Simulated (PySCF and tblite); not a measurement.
C₆H₁₁F, numbered as in [F:1][CH:2]1[CH2:3][CH2:4][CH2:5][CH2:6][CH2:7]1.

Free energies: B3LYP-D3(BJ)/def2-TZVP (IEF-PCM, chloroform) on PBE0-D3(BJ)/def2-SVP structures plus GFN2-xTB thermal terms, symmetry and mirror images included. Conformers within 3 kcal/mol (GFN2-xTB free energy) were kept, 8 at most. Couplings: B3LYP/pcSseg-1 with pcJ-1 on H, F (gas phase; spin-dipole term only for pairs with B, N, F, Si or P). Couplings are for ¹⁹F, ¹H. Of two unlike H on one atom, a is the less shielded (PBE0/pcSseg-1 (IEF-PCM, chloroform)). Codes: tblite and PySCF.

The 6-ring runs over atoms 2–3–4–5–6–7.

```csv
conformer,shape,weight %
1,6-ring chair (all substituents equatorial),68.8
2,6-ring chair (F1 axial),31.2
```

(1) Give the couplings in each conformer and the averages at 298.15 K (pairs that fast motion interchanges averaged).

Computed couplings to fluorine can be off by tens of per cent at such levels.

Answers

(1) 
| coupling | pairs | 1 | 2 | average (Hz) |
| --- | --- | --- | --- | --- |
| ²J(F1,H2) | 1 | 56.5 | 55.7 | 56.2 |
| ³J(F1,H3b) | 2 | 9.2 | 8.8 | 9.1 |
| ³J(F1,H3a) | 2 | 6.0 | 40.4 | 16.7 |
| ⁴J(F1,H4a) | 2 | 4.2 | 1.0 | 3.2 |
| ⁴J(F1,H4b) | 2 | -1.8 | 0.9 | -1.0 |
| ⁵J(F1,H5a) | 1 | 4.6 | 2.0 | 3.8 |
| ³J(H2,H3b) | 2 | 11.6 | 4.2 | 9.3 |
| ³J(H2,H3a) | 2 | 5.1 | 2.1 | 4.2 |
| ⁴J(H2,H4a) | 2 | -0.8 | -0.9 | -0.8 |
| ²J(H3b,H3a) | 2 | -13.9 | -15.5 | -14.4 |
| ³J(H3b,H4a) | 2 | 4.5 | 4.3 | 4.4 |
| ³J(H3b,H4b) | 2 | 14.9 | 2.9 | 11.2 |
| ⁴J(H3b,H5a) | 2 | -0.5 | -0.6 | -0.5 |
| ⁴J(H3b,H7b) | 1 | 0.0 | 2.2 | 0.7 |
| ³J(H3a,H4a) | 2 | 3.7 | 14.9 | 7.2 |
| ³J(H3a,H4b) | 2 | 3.9 | 4.9 | 4.2 |
| ⁴J(H3a,H5a) | 2 | 1.2 | 0.0 | 0.8 |
| ⁴J(H3a,H5b) | 2 | -0.6 | -0.6 | -0.6 |
| ⁴J(H3a,H7a) | 1 | 2.1 | 1.1 | 1.8 |
| ²J(H4a,H4b) | 2 | -15.4 | -14.9 | -15.2 |
| ³J(H4a,H5a) | 2 | 3.0 | 14.6 | 6.6 |
| ³J(H4a,H5b) | 2 | 4.2 | 4.1 | 4.2 |
| ⁴J(H4a,H6b) | 2 | -0.5 | -0.6 | -0.6 |
| ⁴J(H4a,H6a) | 1 | 2.1 | 0.0 | 1.4 |
| ³J(H4b,H5a) | 2 | 4.2 | 4.0 | 4.1 |
| ³J(H4b,H5b) | 2 | 14.3 | 3.3 | 10.9 |
| ²J(H5a,H5b) | 1 | -14.9 | -14.7 | -14.9 |

Only couplings over up to 5 bonds are listed; longer-range ones, if any, are left out.
